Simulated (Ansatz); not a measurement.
Ansatz (a quantum-chemistry and plane-wave program) input (B3LYP/LANL2DZ): The .json file is the Basis Set Exchange's LANL2DZ.

Ansatz 0.2 input:
```yaml
crystal:
  periodic: [false, false, false]
  atoms:
    - {symbol: Ga, position_ang: [-0.00000000, -0.00000000, -1.32212907]}
    - {symbol: Br, position_ang: [0.00000000, 0.00000000, 1.17102861]}
basis:
  gaussian:
    orbitals: LANL2DZ.json
hamiltonian:
  xc: {name: B3LYP}
phonons: {temperatures: {t_min: 298.15, t_max: 298.15, t_step: 100}}
```

Output:

```
Functional definition: B3LYP
integrals: 0.01 GiB planned
280 factors; integrals over basis functions are off by at most 1.1e-4 eV
mean field: 0.05 GiB planned
mean field evaluation 1: about -415.0778 eV, gradient 1.2e1 eV
mean field evaluation 2: about -412.9399 eV, gradient 2.5e1 eV
mean field evaluation 4: about -415.8848 eV, gradient 1.6e-1 eV
mean field evaluation 8: about -415.8843 eV, gradient 1.6e-3 eV
mean field -415.88428916 eV, -15.2834657300 hartree, gradient 3.0e-5 eV, S^2 0.000000; 0 other end points of the search recorded, 0 dependent functions left out
the calculation of the forces begins
reference -415.88447380 eV, -15.2834725156 hartree; 5, 5 occupied and 11, 11 virtual orbitals, 280 factors
these checks for a lower state are left out or cut short: stability, starts, cluster_reference, orbital_swaps, neighbouring_geometries, increment
integrals: 0.01 GiB planned
280 factors; integrals over basis functions are off by at most 1.1e-4 eV
mean field: 0.05 GiB planned
mean field evaluation 16: about -415.8843 eV, gradient 1.6e-5 eV
mean field -415.88428916 eV, -15.2834657300 hartree, gradient 2.9e-7 eV, S^2 0.000000; 0 other end points of the search recorded, 0 dependent functions left out
the calculation of the forces begins
reference -415.88447380 eV, -15.2834725156 hartree; 5, 5 occupied and 11, 11 virtual orbitals, 280 factors
these checks for a lower state are left out or cut short: stability, starts, cluster_reference, orbital_swaps, neighbouring_geometries, increment
integrals: 0.01 GiB planned
280 factors; integrals over basis functions are off by at most 1.1e-4 eV
mean field: 0.05 GiB planned
mean field -415.88428916 eV, -15.2834657300 hartree, gradient 2.9e-7 eV, S^2 0.000000; 0 other end points of the search recorded, 0 dependent functions left out
the calculation of the forces begins
reference -415.88447380 eV, -15.2834725156 hartree; 5, 5 occupied and 11, 11 virtual orbitals, 280 factors
these checks for a lower state are left out or cut short: stability, starts, cluster_reference, orbital_swaps, neighbouring_geometries, increment
integrals: 0.01 GiB planned
280 factors; integrals over basis functions are off by at most 1.1e-4 eV
mean field: 0.05 GiB planned
mean field evaluation 32: about -415.8843 eV, gradient 1.0e-6 eV
mean field -415.88428916 eV, -15.2834657300 hartree, gradient 2.9e-7 eV, S^2 0.000000; 0 other end points of the search recorded, 0 dependent functions left out
the calculation of the forces begins
reference -415.88447380 eV, -15.2834725156 hartree; 5, 5 occupied and 11, 11 virtual orbitals, 280 factors
these checks for a lower state are left out or cut short: stability, starts, cluster_reference, orbital_swaps, neighbouring_geometries, increment
integrals: 0.01 GiB planned
280 factors; integrals over basis functions are off by at most 1.1e-4 eV
mean field: 0.05 GiB planned
mean field -415.88428916 eV, -15.2834657300 hartree, gradient 2.9e-7 eV, S^2 0.000000; 0 other end points of the search recorded, 0 dependent functions left out
the calculation of the forces begins
reference -415.88447380 eV, -15.2834725156 hartree; 5, 5 occupied and 11, 11 virtual orbitals, 280 factors
these checks for a lower state are left out or cut short: stability, starts, cluster_reference, orbital_swaps, neighbouring_geometries, increment
integrals: 0.01 GiB planned
280 factors; integrals over basis functions are off by at most 1.1e-4 eV
mean field: 0.05 GiB planned
mean field -415.88426574 eV, -15.2834648693 hartree, gradient 1.3e-6 eV, S^2 0.000000; 0 other end points of the search recorded, 0 dependent functions left out
the calculation of the forces begins
reference -415.88445034 eV, -15.2834716533 hartree; 5, 5 occupied and 11, 11 virtual orbitals, 280 factors
these checks for a lower state are left out or cut short: stability, starts, cluster_reference, orbital_swaps, neighbouring_geometries, increment
integrals: 0.01 GiB planned
280 factors; integrals over basis functions are off by at most 1.1e-4 eV
mean field: 0.05 GiB planned
mean field -415.88426685 eV, -15.2834649103 hartree, gradient 9.5e-7 eV, S^2 0.000000; 0 other end points of the search recorded, 0 dependent functions left out
the calculation of the forces begins
reference -415.88445154 eV, -15.2834716975 hartree; 5, 5 occupied and 11, 11 virtual orbitals, 280 factors
these checks for a lower state are left out or cut short: stability, starts, cluster_reference, orbital_swaps, neighbouring_geometries, increment
integrals: 0.01 GiB planned
280 factors; integrals over basis functions are off by at most 1.1e-4 eV
mean field: 0.05 GiB planned
mean field -415.88428916 eV, -15.2834657300 hartree, gradient 2.9e-7 eV, S^2 0.000000; 0 other end points of the search recorded, 0 dependent functions left out
the calculation of the forces begins
reference -415.88447380 eV, -15.2834725156 hartree; 5, 5 occupied and 11, 11 virtual orbitals, 280 factors
these checks for a lower state are left out or cut short: stability, starts, cluster_reference, orbital_swaps, neighbouring_geometries, increment
integrals: 0.01 GiB planned
280 factors; integrals over basis functions are off by at most 1.1e-4 eV
mean field: 0.05 GiB planned
mean field evaluation 64: about -415.8843 eV, gradient 1.2e-5 eV
mean field -415.88428916 eV, -15.2834657300 hartree, gradient 2.9e-7 eV, S^2 0.000000; 0 other end points of the search recorded, 0 dependent functions left out
the calculation of the forces begins
reference -415.88447380 eV, -15.2834725156 hartree; 5, 5 occupied and 11, 11 virtual orbitals, 280 factors
these checks for a lower state are left out or cut short: stability, starts, cluster_reference, orbital_swaps, neighbouring_geometries, increment
integrals: 0.01 GiB planned
280 factors; integrals over basis functions are off by at most 1.1e-4 eV
mean field: 0.05 GiB planned
mean field -415.88428916 eV, -15.2834657300 hartree, gradient 2.9e-7 eV, S^2 0.000000; 0 other end points of the search recorded, 0 dependent functions left out
the calculation of the forces begins
reference -415.88447380 eV, -15.2834725156 hartree; 5, 5 occupied and 11, 11 virtual orbitals, 280 factors
these checks for a lower state are left out or cut short: stability, starts, cluster_reference, orbital_swaps, neighbouring_geometries, increment
integrals: 0.01 GiB planned
280 factors; integrals over basis functions are off by at most 1.1e-4 eV
mean field: 0.05 GiB planned
mean field -415.88428916 eV, -15.2834657300 hartree, gradient 2.9e-7 eV, S^2 0.000000; 0 other end points of the search recorded, 0 dependent functions left out
the calculation of the forces begins
reference -415.88447380 eV, -15.2834725156 hartree; 5, 5 occupied and 11, 11 virtual orbitals, 280 factors
these checks for a lower state are left out or cut short: stability, starts, cluster_reference, orbital_swaps, neighbouring_geometries, increment
integrals: 0.01 GiB planned
280 factors; integrals over basis functions are off by at most 1.1e-4 eV
mean field: 0.05 GiB planned
mean field -415.88426685 eV, -15.2834649103 hartree, gradient 9.5e-7 eV, S^2 0.000000; 0 other end points of the search recorded, 0 dependent functions left out
the calculation of the forces begins
reference -415.88445154 eV, -15.2834716975 hartree; 5, 5 occupied and 11, 11 virtual orbitals, 280 factors
these checks for a lower state are left out or cut short: stability, starts, cluster_reference, orbital_swaps, neighbouring_geometries, increment
integrals: 0.01 GiB planned
280 factors; integrals over basis functions are off by at most 1.1e-4 eV
mean field: 0.05 GiB planned
mean field evaluation 96: about -415.8843 eV, gradient 1.3e-6 eV
mean field -415.88426574 eV, -15.2834648693 hartree, gradient 1.3e-6 eV, S^2 0.000000; 0 other end points of the search recorded, 0 dependent functions left out
the calculation of the forces begins
reference -415.88445034 eV, -15.2834716533 hartree; 5, 5 occupied and 11, 11 virtual orbitals, 280 factors
Total energy: -415.88447380 eV, -15.2834725156 hartree
Atom 0 at    -0.000000    -0.000000    -1.322129 Å, force     0.000000     0.000000    -0.000197 eV/Å
Atom 1 at     0.000000     0.000000     1.171029 Å, force    -0.000000    -0.000000     0.000197 eV/Å
Dipole moment:     0.000000     0.000000    -0.737822 e Å
Vibrations: 231.16 cm⁻¹, zero-point energy 0.014330 eV
```

The blocks after the first are displaced geometries, from whose forces the wavenumbers follow.
